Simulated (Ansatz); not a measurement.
Calculated with Ansatz (gas phase, PBE0-D4/def2-TZVP geometries, no zero-point term in ΔE). CBS: MP2 limit from def2 TZ/QZ plus the TZ coupled-cluster correction, frozen cores. Functionals use def2-TZVPP. Each species was taken in one conformer, which may not be the lowest.

Reaction (formal exchange of groups at a B–N bond): `BN[SiH](C)Cl` + `F[C@H]1[SiH2][C@@H]1F` → `B[SiH]1[C@@H](F)[C@@H]1F` + `C[SiH](N)Cl`

```tsv
level	ΔE (kcal/mol)
r2SCAN	29.4
SCS-MP2/def2-TZVPP	34.0
```

Question: What does CCSD(T)/CBS give? (Best estimate.)

Answer: Computed: +32.0 kcal/mol. The listed levels differ from it by -2.6, 2.0 kcal/mol.

Largest T1 diagnostic among the species: 0.016.

In def2-TZVPP, CCSD(T) changes the Hartree–Fock value by −2.5 kcal/mol (the triples alone add −0.6 kcal/mol) and MP2 by −1.1 kcal/mol. From PBE to PBE0 (25 % exact exchange), in def2-TZVPP and without D4, ΔE moves by +2.1 kcal/mol.
